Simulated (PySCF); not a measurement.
BCl, SMILES [B]Cl (connectivity only; charge and spin as stated), charge +1, multiplicity 2.

Coordinates come from a B3LYP-D3(BJ)/def2-TZVPD optimisation.

Computed with PBE/def2-TZVPD (PySCF).

**Question.** Estimate the frontier levels, dipole moment and polarisability. (An estimate is asked for; the answer gives what the named calculation found.)

**Answer.** 
```yaml
"α spin, highest occupied and lowest empty level": -15.95 and -11.24 eV
"β spin, highest occupied and lowest empty level": -17.50 and -12.72 eV
dipole_moment_about_the_centre_of_nuclear_charge: 2.61 D
mean_static_polarisability: 20.4 bohr³ (3.03 Å³)
polarisability_principal_values: 17.7, 17.7, 25.9 bohr³
"⟨S²⟩": 0.758 (pure state 0.75)
```
